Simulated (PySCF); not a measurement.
Cl₃Ge, SMILES [Cl][Ge]([Cl])[Cl], multiplicity 2.

The structure is a stationary point at B3LYP-D3(BJ)/def2-SVP. The isomer is the one that the SMILES or the coordinates give; other isomers of the formula were not compared.

Computed with PySCF 2.14.0 with TDA-PBE/def2-SVPD.

Vertical excitations; the highest root listed may be one member of a degenerate set. 

Computed UV-visible absorptions:
```json
[
 {"state": "root 1", "energy (eV)": "2.31", "λ (nm)": "536", "f": "0.000", "main pairs": "β HOMO→LUMO 100 %"},
 {"state": "root 2", "energy (eV)": "2.57", "λ (nm)": "482", "f": "0.001", "main pairs": "β HOMO−1→LUMO (degenerate set)"},
 {"state": "root 3", "energy (eV)": "2.57", "λ (nm)": "482", "f": "0.001", "main pairs": "β HOMO−2→LUMO (degenerate set)"},
 {"state": "root 4", "energy (eV)": "2.99", "λ (nm)": "415", "f": "0.013", "main pairs": "β HOMO−3→LUMO (degenerate set)"},
 {"state": "root 5", "energy (eV)": "2.99", "λ (nm)": "415", "f": "0.013", "main pairs": "β HOMO−4→LUMO (degenerate set)"},
 {"state": "root 6", "energy (eV)": "3.54", "λ (nm)": "350", "f": "0.007", "main pairs": "β HOMO−5→LUMO 94 %"},
 {"state": "root 7", "energy (eV)": "4.50", "λ (nm)": "276", "f": "0.027", "main pairs": "α HOMO→LUMO 94 %"},
 {"state": "root 8", "energy (eV)": "4.86", "λ (nm)": "255", "f": "0.018", "main pairs": "α HOMO→LUMO+1, β HOMO−6→LUMO (degenerate set)"},
 {"state": "root 9", "energy (eV)": "4.86", "λ (nm)": "255", "f": "0.018", "main pairs": "α HOMO→LUMO+2, β HOMO−7→LUMO (degenerate set)"},
 {"state": "root 10", "energy (eV)": "5.51", "λ (nm)": "225", "f": "0.073", "main pairs": "α HOMO→LUMO+2 87 %"}
]
```
Unrestricted roots are not spin-pure.
